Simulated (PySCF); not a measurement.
Simulation results for AlBH4OSi

Computed with PySCF 2.14.0. Calculation on a computer-drawn molecule: the log of a Hartree-Fock and frozen-core CCSD(T) single point meant for a local Hartree-Fock minimum, with one planted fault or none, to be diagnosed. Offsets are logged minus clean, where the clean run is the same molecule without the fault. The reference is restricted for singlets and unrestricted otherwise, and also for a bond in bohr or an excited solution. Adding or removing an electron swaps singlet and doublet. The excited solution moves the top pair (singlet) or top alpha electron (doublet) to the lowest empty orbital. Highest occupied and lowest empty are orbital energies over both spins, largest force is the largest gradient component, triples share is (T) over the correlation energy, the T1 limit is 0.02 restricted and 0.045 unrestricted, electrons count all cores, a negative frequency is imaginary (commonest isotopes), and the dipole is about the centre of nuclear charge.

```xyz
8
formula=AlBH4OSi meant_charge=0 meant_multiplicity=1 meant_basis=cc-pV(D+d)Z logged_electrons=44 logged_basis_functions=94 logged_SCF_converged=yes logged_spin_squared=2.0074 logged_highest_occupied=-7.2266 logged_lowest_empty=0.57497 logged_largest_force=0.025181 logged_T1_diagnostic=0.019432 logged_D1_diagnostic=0.084037 logged_triples_share=0.024075 logged_CC_converged=yes logged_dipole_magnitude=0.76776 logged_SCF_stable_within_its_kind=yes logged_energy_HF=-632.69768 logged_energy_CCSD(T)=-633.13939 possible_faults=no_fault,one_electron_removed,one_electron_added,multiplicity_raised_by_two,geometry_at_a_saddle_point,SCF_held_on_an_excited_solution,minimal_basis_STO-3G,one_bond_length_entered_in_bohr,all_coordinates_scaled
B     -0.2905     0.3168    -3.7296
Al     0.4656     0.0330    -1.7415
O     -0.0263    -1.3385    -0.8627
Si    -0.4053    -2.6579     0.0291
H      0.2629    -0.1275    -4.7022
H     -1.2976     0.9363    -3.9565
H      1.4716     1.0107    -1.0111
H     -1.6539    -2.1181     0.7377
```

Units: logged_highest_occupied, logged_lowest_empty in eV; logged_largest_force in hartree/bohr; logged_dipole_magnitude in debye; logged_energy_HF, logged_energy_CCSD(T) in hartree.

Drawn bonds:
```tsv
atom	other atom	order
1	2	1
2	3	1
3	4	1
1	5	1
1	6	1
2	7	1
4	8	1
```

Q: Give the missing planted fault for AlBH4OSi.
A: multiplicity raised by two

Further results for AlBH4OSi:

- HF energy offset from clean run: 27.27 kcal/mol
- CCSD(T) energy offset from clean run: 42.43 kcal/mol
